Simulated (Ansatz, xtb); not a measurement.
Isomers of FGeH3S3 in order of energy

3 gas-phase structures of FGeH3S3, from a drawn sample of its isomers (lower ones may exist). Each was relaxed with GFN2-xTB; where two conformers were screened, the lower at r2SCAN-D4/def2-SVP is listed:

A. `[F][Ge@H]([SH])[S]S`, a singlet
B. `[F][GeH2][S]SS`, a singlet
C. `[F][Ge]([SH])([SH])[SH]`, a singlet

Question: Estimate their order in r2SCAN-D4/def2-SVP energy at these geometries, lowest first.

Answer: Calculated order at r2SCAN-D4/def2-SVP: C (0.0), A (24.0), B (42.4) kcal/mol.

Energies above the lowest of each column, in kcal/mol; the last columns are at PBE0-D4/def2-SVP geometries and were run for some of them only (a dash: not run or not comparable):

| structure | GFN2-xTB | HF/STO-3G | r2SCAN-D4/def2-SVP | PBE0-D4/def2-SVP | CCSD(T)/def2-SVP + ΔMP2/def2-TZVPP |
| --- | --- | --- | --- | --- | --- |
| C | 0.0 | 0.0 | 0.0 | 0.0 | 0.0 |
| A | 15.9 | 16.4 | 24.0 | 24.2 | 22.8 |
| B | 25.5 | 27.0 | 42.4 | – | – |

Every level run on C puts it lowest or level with the lowest. Flexible structures stand in one conformer each, not always the lowest. Frequencies (GFN2-xTB) were run for A, C alone. ΔMP2 is the change of the MP2 energy from the smaller to the larger basis.

Programs: Ansatz 0.2.0, xtb 6.7.1.
